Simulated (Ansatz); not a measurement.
Consider the ligand exchange at the Si–N bond: `N[Si@H](F)N[Si@H](N)F` + CH₃NH₂ → `CN[SiH](N)F` + `N[SiH](N)F`.

Calculated with Ansatz (gas phase, PBE0-D4/def2-TZVP geometries, no zero-point term in ΔE). CCSD(T)/CBS adds triple-zeta CCSD(T) − MP2 to the extrapolated MP2 energy (def2 sets, frozen cores). DFT in def2-TZVPP. B3LYP here is the variant with VWN-RPA as its local correlation; programs differ in this. Each species was taken in one conformer, which may not be the lowest.

`N[Si@H](F)N[Si@H](N)F`:

Z-matrix (Å, degrees):
```
Si
F 1 1.597
N 1 1.703 2 114.2
N 1 1.713 2 103.6 3 -118.9
H 1 1.482 2 105.8 3 117.4
Si 3 1.722 1 130.6 2 -67.4
H 3 1.011 1 114.3 2 110.1
H 4 1.009 1 118.7 2 -179.7
H 4 1.009 1 118.7 2 -40.1
N 6 1.683 3 107.6 1 -10.0
F 6 1.604 3 106.0 1 -133.4
H 6 1.478 3 114.5 1 113.5
H 10 1.004 6 123.7 3 156.0
H 10 1.009 6 121.7 3 -22.7
```

CH₃NH₂:

Z-matrix (Å, degrees):
```
C
N 1 1.453
H 1 1.092 2 109.4
H 1 1.100 2 115.4 3 -121.6
H 1 1.092 2 109.4 3 116.8
H 2 1.012 1 110.6 3 62.6
H 2 1.012 1 110.6 3 -179.3
```

`CN[SiH](N)F`:

Cartesian coordinates in Å:
```
C -1.884 0.292 -0.325
N -0.463 0.184 -0.569
Si 0.682 -0.453 0.503
N 2.207 0.157 0.065
F 0.889 -2.044 0.462
H -2.274 1.260 -0.656
H -2.076 0.216 0.748
H -2.463 -0.497 -0.819
H -0.200 0.284 -1.537
H 0.160 -0.189 1.866
H 3.046 -0.354 0.283
H 2.374 1.145 -0.019
```

`N[SiH](N)F`:

Z-matrix (Å, degrees):
```
Si
N 1 1.694
F 1 1.604 2 116.3
N 1 1.699 2 107.9 3 116.0
H 1 1.482 2 106.1 3 -115.6
H 2 1.006 1 121.4 3 85.7
H 2 1.007 1 121.8 3 -68.8
H 4 1.006 1 121.0 2 -157.4
H 4 1.006 1 121.2 2 50.4
```

(1) Is it downhill or uphill in electronic energy at CCSD(T)/CBS, and by how much? (An estimate is asked.)

(2) What do these levels give: PBE-D4, B3LYP-D4, ωB97X-V, PBE0, MP2/def2-QZVPP, HF/CBS(def2)? (An estimate is asked.)

Largest T1 diagnostic among the species: 0.011.

Answers

(1) Computed: Uphill: ΔE = +1.4 kcal/mol.

(2) Ansatz gave: PBE-D4 1.7, B3LYP-D4 1.8, ωB97X-V 1.4, PBE0 0.7, MP2/def2-QZVPP 1.3, HF/CBS(def2) 0.1 kcal/mol.

The D4 term adds +1.8 kcal/mol with B3LYP and +1.1 kcal/mol with PBE0; it sums over pairs of atoms, weighted by their polarisabilities, and B3LYP, whose exchange is more repulsive, gets the larger term. In def2-TZVPP, CCSD(T) changes the Hartree–Fock value by +1.6 kcal/mol (the triples alone add +0.4 kcal/mol) and MP2 by +1.4 kcal/mol.
